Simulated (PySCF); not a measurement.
This PySCF input asks for the NMR shieldings of SMILES C=N[Si@](N)(P)NC, C2H10N3PSi; the geometry comes from GFN2-xTB.

```python
import basis_set_exchange as bse
import numpy as np
from pyscf import gto, dft
from pyscf.prop import nmr

atoms = """
C    -1.833314    1.610567   -0.827335
N    -1.496893    0.979007    0.194425
Si    0.080956    0.294732    0.508700
N     0.439664    0.890560    2.087255
P     1.545789    0.945991   -1.078729
N     0.051986   -1.433337    0.435849
C     0.074399   -2.173884   -0.804157
H    -1.147037    1.866492   -1.646033
H    -2.861113    1.945259   -0.937175
H     1.265868    0.547647    2.547817
H    -0.325281    0.946452    2.738782
H     2.651863    0.400474   -0.458704
H     1.767707    2.184399   -0.509532
H    -0.505549   -1.898932    1.136525
H     0.705400   -1.638856   -1.514954
H    -0.921409   -2.288992   -1.246443
H     0.499967   -3.165550   -0.636203
"""
names = dict.fromkeys(["C", "N", "Si", "P", "H"], "pcSseg-1")
basis = {el: gto.basis.parse(bse.get_basis(n, elements=[el], fmt="nwchem")) for el, n in names.items()}
mol = gto.M(atom=atoms, basis=basis, charge=0, verbose=0)
mf = dft.RKS(mol, xc="PBE0")
mf.grids.level = 2
mf.grids.alignment = dft.numint.BLKSIZE   # the property module wants whole blocks of grid points
mf.conv_tol = 1e-9
mf.kernel()

calc = nmr.RKS(mf)   # GIAO
C = mf.mo_coeff
Co = C[:, mf.mo_occ > 0]
resp = mf.gen_response(singlet=True, hermi=2)
def vind(x):   # induced exchange potential for any number of trial vectors
    d = np.einsum("pi,xij,qj->xpq", C, 2 * x.reshape(-1, C.shape[1], Co.shape[1]), Co, optimize=True)
    return np.einsum("xpq,pi,qj->xij", resp(d - d.transpose(0, 2, 1)), C, Co, optimize=True).ravel()
mo1, _ = nmr.rhf.solve_mo1(calc, with_cphf=vind)
sigma = calc.kernel(mo1)
for i, s in enumerate(sigma):   # ppm
    print("%2d %-2s %9.2f" % (i, mol.atom_pure_symbol(i), np.trace(s) / 3))
```

Problem. What does it print?

Solution. 
```
 0 C      16.21
 1 N    -164.50
 2 Si    355.88
 3 N     236.11
 4 P     623.30
 5 N     220.14
 6 C     154.62
 7 H      23.24
 8 H      23.33
 9 H      31.21
10 H      30.48
11 H      30.83
12 H      30.98
13 H      31.12
14 H      29.20
15 H      29.10
16 H      28.91
```

These numbers come from an equivalent density-fitted implementation of the same equations, which agrees with the script to about 0.01 ppm for H and up to a few tenths of a ppm for heavy atoms, so last digits may differ.

Problem. Turn these shieldings into chemical shifts. Referencing at the same level of theory: 13C (σ = 186.93 ppm) and 29Si (σ = 349.16 ppm) and 1H (σ = 31.72 ppm) against TMS; 15N (σ = 267.73 ppm) against NH3; 31P (σ = 318.38 ppm) against H3PO4.

Solution. Averaging equivalent atoms: C 0: 170.7; C 6: 32.3; N 1: 432.2; N 5: 47.6; N 3: 31.6; Si 2: -6.7; P 4: -304.9; H 7: 8.47; H 8: 8.39; H 14/15/16: 2.65; H 9/10: 0.87; H 11/12: 0.81; H 13: 0.60 ppm. Experimental scales use liquid or dissolved standards, which lie at an offset from isolated NH3 (liquid NH3: subtract about 20 ppm) and H3PO4. Unscaled 15N shifts of sp2 nitrogen come out 20 to 40 ppm too high even then.

Size and cost of the density-fitted run: 183 basis functions, 67 s wall time on 1 thread of an Arm Neoverse N1, shared host; peak memory 0.75 GiB.
